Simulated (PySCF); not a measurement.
Job file and geometry (Å, from GFN2-xTB) of an NMR shielding run on `C[SiH2]Oc1nncnc1C`, C₅H₉N₃OSi, PySCF, GIAO PBE0/pcSseg-1 NMR shielding, non-relativistic, gas phase; density fitting, a coarse starting grid and PySCF grid level 2 are the driver's defaults:

```
$ OMP_NUM_THREADS=1 python probes_run.py task.json out

{"job": {"kind": "nmr", "xc": "PBE0", "basis": "pcSseg-1"}, "charge": 0, "multiplicity": 1}
C      3.002251    -0.194773    -0.578593
Si     2.026465    -0.682972     0.968386
O      0.392895    -0.818122     0.658649
C     -0.375420     0.180181     0.277418
N      0.171617     1.365068     0.081612
N     -0.577109     2.372564    -0.295825
C     -1.859267     2.173945    -0.465610
N     -2.501032     1.015733    -0.290018
C     -1.772204    -0.011838     0.085508
C     -2.415036    -1.334751     0.302217
H      4.071244    -0.256975    -0.401708
H      2.769997    -0.844644    -1.419178
H      2.771946     0.824949    -0.875344
H      2.213612    -2.075360     1.369106
H      2.212414     0.272995     2.055968
H     -2.452837     3.021512    -0.776676
H     -1.971486    -2.072120    -0.365312
H     -3.482082    -1.257887     0.115000
H     -2.235773    -1.668255     1.323474
```

**Question.** Write the output of this run.

**Answer.** 
```
coarse grid: 16912 points
cycle   1  E = -724.0791972401  dE =  1.760e+00  |g| = 7.488e-01  |ddm| = 4.169e+00
cycle   2  E = -723.9708249805  dE =  1.084e-01  |g| = 1.076e+00  |ddm| = 1.345e+00
cycle   3  E = -724.1838126960  dE = -2.130e-01  |g| = 1.384e-01  |ddm| = 8.561e-01
cycle   4  E = -724.1869856794  dE = -3.173e-03  |g| = 6.086e-02  |ddm| = 1.487e-01
cycle   5  E = -724.1877011888  dE = -7.155e-04  |g| = 2.072e-02  |ddm| = 5.319e-02
cycle   6  E = -724.1877804369  dE = -7.925e-05  |g| = 8.126e-03  |ddm| = 2.272e-02
cycle   7  E = -724.1877965935  dE = -1.616e-05  |g| = 2.232e-03  |ddm| = 8.522e-03
cycle   8  E = -724.1877976372  dE = -1.044e-06  |g| = 5.641e-04  |ddm| = 1.996e-03
final grid: 160504 points
cycle   9  E = -724.2515506493  dE = -3.705e-05  |g| = 1.105e-02  |ddm| = 3.379e-02
cycle  10  E = -724.2515180206  dE =  3.263e-05  |g| = 1.699e-02  |ddm| = 2.067e-02
cycle  11  E = -724.2515744931  dE = -5.647e-05  |g| = 2.620e-03  |ddm| = 1.389e-02
cycle  12  E = -724.2515760460  dE = -1.553e-06  |g| = 5.660e-04  |ddm| = 2.538e-03
cycle  13  E = -724.2515761134  dE = -6.736e-08  |g| = 1.940e-04  |ddm| = 6.227e-04
cycle  14  E = -724.2515761211  dE = -7.729e-09  |g| = 7.123e-05  |ddm| = 2.021e-04
cycle  15  E = -724.2515761222  dE = -1.076e-09  |g| = 2.272e-05  |ddm| = 6.849e-05
cycle  16  E = -724.2515761223  dE = -1.146e-10  |g| = 6.904e-06  |ddm| = 2.540e-05
converged SCF energy = -724.2515761223

GIAO shielding tensors (ppm)
atom      isotropic    diamagn.    paramagn.     s11        s22        s33       span
  0 C      189.200     255.534     -66.334    178.399    193.657    195.544     17.145
  1 Si     361.670     881.714    -520.045    307.251    372.771    404.986     97.735
  2 O      205.638     402.107    -196.469    151.594    184.440    280.879    129.284
  3 C       17.285     256.534    -239.250    -94.155     33.415    112.594    206.750
  4 N     -138.395     332.884    -471.279   -480.416   -147.793    213.024    693.440
  5 N     -146.476     324.279    -470.755   -487.649   -175.383    223.604    711.253
  6 C       28.577     252.816    -224.239    -82.723     41.010    127.445    210.169
  7 N      -77.147     332.058    -409.205   -341.723   -154.316    264.599    606.322
  8 C       30.460     260.262    -229.802    -51.713     -2.032    145.126    196.839
  9 C      164.055     247.795     -83.740    149.330    157.048    185.787     36.457
 10 H       31.665      27.664       4.001     27.617     27.889     39.488     11.870
 11 H       31.331      32.451      -1.120     27.124     29.103     37.765     10.641
 12 H       30.038      33.008      -2.970     24.137     29.119     36.858     12.721
 13 H       26.566      30.197      -3.631     22.271     25.956     31.470      9.199
 14 H       26.148      30.237      -4.089     23.106     24.369     30.970      7.864
 15 H       22.217      28.369      -6.152     18.734     22.069     25.847      7.113
 16 H       29.003      29.973      -0.970     24.469     28.725     33.815      9.346
 17 H       29.101      27.964       1.138     24.403     27.565     35.336     10.933
 18 H       28.985      29.140      -0.155     24.391     28.738     33.825      9.434
```

**Question.** Turn these shieldings into chemical shifts. Referencing at the same level of theory: TMS for ¹³C (σref 186.93) and ²⁹Si (σref 349.16) and ¹H (σref 31.72); ¹⁷O (σref 336.08) vs H2O; NH3 for ¹⁵N (σref 267.73).

**Answer.** Averaging equivalent atoms: C 3: 169.6; C 6: 158.3; C 8: 156.5; C 9: 22.9; C 0: -2.3; Si 1: -12.5; O 2: 130.4; N 5: 414.2; N 4: 406.1; N 7: 344.9; H 15: 9.50; H 13/14: 5.36; H 16/17/18: 2.69; H 10/11/12: 0.71 ppm. Experimental scales use liquid or dissolved standards, which lie at an offset from isolated NH3 (liquid NH3: subtract about 20 ppm) and H2O (liquid H2O: subtract about 36 ppm). Unscaled 15N shifts of sp2 nitrogen come out 20 to 40 ppm too high even then.

Size and cost of the density-fitted run: 222 basis functions, 83 s wall time on 1 thread of an Arm Neoverse N1, shared host; peak memory 1.1 GiB.
